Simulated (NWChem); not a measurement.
All runs are NWChem calculations. System: CH4F2Si, charge 1, spin multiplicity 2, at the geometry of a parent with another charge or spin, in a state set for the comparison that need not be this species' ground state. Its SCF solution wasn't tested for a lower state.

Input file:

```
start mol
memory heap 200 mb stack 900 mb global 1100 mb
charge 1
geometry units angstroms nocenter noautoz noautosym
  F      1.722702     0.073620     0.846151
  C      1.074735    -0.572123    -0.203417
  Si    -0.805389    -0.328826    -0.096102
  F     -1.189551     1.230840    -0.429994
  H      1.468598    -0.191956    -1.175193
  H      1.306284    -1.664463    -0.169808
  H     -1.282165    -0.642226     1.289718
  H     -1.464043    -1.205199    -1.124192
end
basis spherical
  * library cc-pvdz
end
dft
  xc xpbe96 cpbe96
  odft
  mult 2
  semidirect memsize 60000000 filesize 0
  iterations 100
end
task dft energy
```

The output up to the point where the run's verdict is printed (cleaned and shortened):

```
             Northwest Computational Chemistry Package (NWChem) 7.3.0
             --------------------------------------------------------

                                NWChem Input Module
                                -------------------

 Scaling coordinates for geometry "geometry" by  1.889725989
 (inverse scale =  0.529177249)

                             Geometry "geometry" -> ""
                             -------------------------

 Output coordinates in angstroms (scale by  1.889725989 to convert to a.u.)

  No.       Tag          Charge          X              Y              Z
 ---- ---------------- ---------- -------------- -------------- --------------
    1 F                    9.0000     1.72270200     0.07362000     0.84615100
    2 C                    6.0000     1.07473500    -0.57212300    -0.20341700
    3 Si                  14.0000    -0.80538900    -0.32882600    -0.09610200
    4 F                    9.0000    -1.18955100     1.23084000    -0.42999400
    5 H                    1.0000     1.46859800    -0.19195600    -1.17519300
    6 H                    1.0000     1.30628400    -1.66446300    -0.16980800
    7 H                    1.0000    -1.28216500    -0.64222600     1.28971800
    8 H                    1.0000    -1.46404300    -1.20519900    -1.12419200

 Effective nuclear repulsion energy (a.u.)     170.3244256550

            Nuclear Dipole moment (a.u.)
            ----------------------------
        X                 Y               Z
 ---------------- ---------------- ----------------
    -0.0000056692    -0.0000113384     0.0000151178


 Summary of "ao basis" -> "" (spherical)
 ------------------------------------------------------------------------------
       Tag                 Description            Shells   Functions and Types
 ---------------- ------------------------------  ------  ---------------------
 *                          cc-pvdz                   on all atoms

  pbe96 is a nonlocal functional; adding pw91lda local functional.

                                 NWChem DFT Module
                                 -----------------
[...]
 d= 0,ls=0.5,diis    75   -528.9349512760 -2.96D-05  1.49D-05  1.76D-04    73.9
                                                     4.99D-05  1.32D-04
 d= 0,ls=0.5,diis    76   -528.9349801158 -2.88D-05  1.41D-05  1.71D-04    74.8
                                                     5.12D-05  1.29D-04
 d= 0,ls=0.5,diis    77   -528.9350325806 -5.25D-05  1.05D-05  1.33D-04    75.7
                                                     5.09D-05  1.04D-04
 d= 0,ls=0.5,diis    78   -528.9350805293 -4.79D-05  4.73D-06  1.04D-04    76.7
                                                     4.83D-05  8.46D-05
 d= 0,ls=0.5,diis    79   -528.9351126957 -3.22D-05  1.26D-05  9.72D-05    77.6
                                                     4.89D-05  7.92D-05
 d= 0,ls=0.5,diis    80   -528.9351555588 -4.29D-05  2.51D-05  6.72D-05    78.5
                                                     4.51D-05  6.14D-05
 d= 0,ls=0.5,diis    81   -528.9351619855 -6.43D-06  2.68D-05  9.41D-05    79.4
                                                     4.29D-05  7.41D-05
 d= 0,ls=0.5,diis    82   -528.9351632072 -1.22D-06  3.61D-05  1.22D-04    80.3
                                                     4.94D-05  8.86D-05
 d= 0,ls=0.5,diis    83   -528.9352245872 -6.14D-05  6.63D-06  5.82D-05    81.3
                                                     4.38D-05  5.70D-05
 d= 0,ls=0.5,diis    84   -528.9352532542 -2.87D-05  5.03D-06  4.77D-05    82.2
                                                     4.28D-05  4.78D-05
 d= 0,ls=0.5,diis    85   -528.9352786901 -2.54D-05  1.23D-05  4.01D-05    83.1
                                                     4.03D-05  4.11D-05
 d= 0,ls=0.5,diis    86   -528.9352944853 -1.58D-05  1.84D-05  4.37D-05    84.0
                                                     3.81D-05  4.10D-05
 d= 0,ls=0.5,diis    87   -528.9353038923 -9.41D-06  1.89D-05  5.43D-05    85.0
                                                     3.59D-05  4.51D-05
 d= 0,ls=0.5,diis    88   -528.9353108565 -6.96D-06  2.36D-05  6.55D-05    86.0
                                                     3.40D-05  4.97D-05
 d= 0,ls=0.5,diis    89   -528.9353125854 -1.73D-06  1.44D-05  8.34D-05    86.9
                                                     3.24D-05  5.70D-05
 d= 0,ls=0.5,diis    90   -528.9353214448 -8.86D-06  3.04D-05  8.76D-05    87.8
                                                     3.92D-05  5.83D-05
 d= 0,ls=0.5,diis    91   -528.9353647888 -4.33D-05  7.94D-06  4.19D-05    88.8
                                                     3.30D-05  3.54D-05
 d= 0,ls=0.5,diis    92   -528.9353765319 -1.17D-05  1.32D-05  4.51D-05    89.7
                                                     3.19D-05  3.54D-05
 d= 0,ls=0.5,diis    93   -528.9353839287 -7.40D-06  1.28D-05  5.06D-05    90.6
                                                     3.36D-05  3.78D-05
 d= 0,ls=0.5,diis    94   -528.9354067226 -2.28D-05  1.81D-05  3.25D-05    91.5
                                                     2.99D-05  2.88D-05
 d= 0,ls=0.5,diis    95   -528.9354085764 -1.85D-06  3.95D-05  4.61D-05    92.4
                                                     2.86D-05  3.51D-05
 d= 0,ls=0.5,diis    96   -528.9353920254  1.66D-05  1.83D-05  8.40D-05    93.2
                                                     2.48D-05  5.17D-05
 d= 0,ls=0.5,diis    97   -528.9353927504 -7.25D-07  1.20D-05  9.13D-05    94.2
                                                     2.35D-05  5.53D-05
 d= 0,ls=0.5,diis    98   -528.9353974023 -4.65D-06  5.39D-06  9.34D-05    95.1
                                                     2.37D-05  5.59D-05
 d= 0,ls=0.5,diis    99   -528.9354108748 -1.35D-05  2.17D-05  8.28D-05    96.1
                                                     2.81D-05  5.12D-05
 d= 0,ls=0.5,diis   100   -528.9354402759 -2.94D-05  1.02D-05  5.01D-05    97.0
                                                     2.67D-05  3.45D-05
```

The run did not converge; its last values are not results. The next line reads: Calculation failed to converge. NWChem stopped with the message: dft energy failed.
